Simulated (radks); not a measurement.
Q: Species: In. Configuration: [Kr] 4d10 5s2 5p1 (the NIST ground configuration). Method: Dirac Kohn-Sham, LDA (Slater exchange, Perdew-Wang correlation), spin-unpolarised, spherical densities, finite nucleus; open shells fill j = l - 1/2 first; Fermi nuclear charge, rms radius 4.6156 fm; computed with a radial shooting solver on a logarithmic mesh with Libxc functionals. Some entries of the table are withheld. Estimate them.

orbital  occ.  eigenvalue (eV)  <r> (bohr)  <1/r> (bohr^-1)
1s1/2       2        -27701.76     0.02974            51.81
2s1/2       2        -4147.422      0.1282            11.99
2p1/2       2        -3870.052      0.1085            11.98
2p3/2       4        -3659.487      0.1138            11.19
3s1/2       2        -786.3809      0.3490            4.220
3p1/2       2        -674.2540      0.3398              (1)
3p3/2       4        -636.2244      0.3510              (2)
3d3/2       4        -437.0708      0.3225            3.783
3d5/2       6        -429.2702      0.3261            3.733
4s1/2       2        -119.2075      0.8476            1.648
4p1/2       2         -82.4889      0.9006            1.529
4p3/2       4         -75.7581      0.9317            1.465
4d3/2       4         -19.0635       1.175              (3)
4d5/2       6         -18.1976       1.193              (4)
5s1/2       2          -8.3611       2.600           0.4967
5p1/2       1          -2.8288         (5)           0.3610
5p3/2       0          -2.5152         (6)           0.3423

A: 
(1) 3p1/2 <1/r> (bohr^-1): 4.132
(2) 3p3/2 <1/r> (bohr^-1): 3.938
(3) 4d3/2 <1/r> (bohr^-1): 1.148
(4) 4d5/2 <1/r> (bohr^-1): 1.130
(5) 5p1/2 <r> (bohr): 3.569
(6) 5p3/2 <r> (bohr): 3.753
